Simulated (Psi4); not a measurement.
Psi4 input (wB97X-D/6-31G*):

```
memory 1500 MB

molecule {
0 2
B    -0.00000000   -0.00000000   -1.31080400
N     0.00000000    0.00000000    0.00000000
B     0.00000000    0.00000000    1.31080400
symmetry c1
no_reorient
no_com
}

set {
  basis 6-31G*
  reference uks
  scf_type pk
  dft_radial_points 99
  dft_spherical_points 590
  e_convergence 1e-8
  d_convergence 1e-7
  maxiter 150
}

e = energy('wb97x-d')
print_out(f'\nFINAL {e:.10f} DIPOLE {variable("CURRENT DIPOLE")[0]:.6f} {variable("CURRENT DIPOLE")[1]:.6f} {variable("CURRENT DIPOLE")[2]:.6f}\n')
```

From the output:

```
  HONO-1 :    8  A 1.9964412
  HONO-0 :    9  A 1.0000000
  LUNO+0 :   10  A 0.0035588
  LUNO+1 :   11  A 0.0002435
  LUNO+2 :   12  A 0.0002435
  LUNO+3 :   13  A 0.0000660

Computation Completed

Properties will be evaluated at   0.000000,   0.000000,   0.000000 [a0]

Properties computed using the SCF density matrix

 Multipole Moments:

 ------------------------------------------------------------------------------------
     Multipole            Electronic (a.u.)      Nuclear  (a.u.)        Total (a.u.)
 ------------------------------------------------------------------------------------

 L = 1.  Multiply by 2.5417464519 to convert [e a0] to [Debye]
 Dipole X            :         -0.0000000            0.0000000           -0.0000000
 Dipole Y            :         -0.0000000            0.0000000           -0.0000000
 Dipole Z            :         -0.0000000            0.0000000           -0.0000000
 Magnitude           :                                                    0.0000000

 ------------------------------------------------------------------------------------

FINAL -104.2583126727 DIPOLE -0.000000 -0.000000 -0.000000

*** Psi4 exiting successfully. Buy a developer a beer!
```

The geometry given is a B3LYP-D3(BJ)/def2-TZVP minimum.
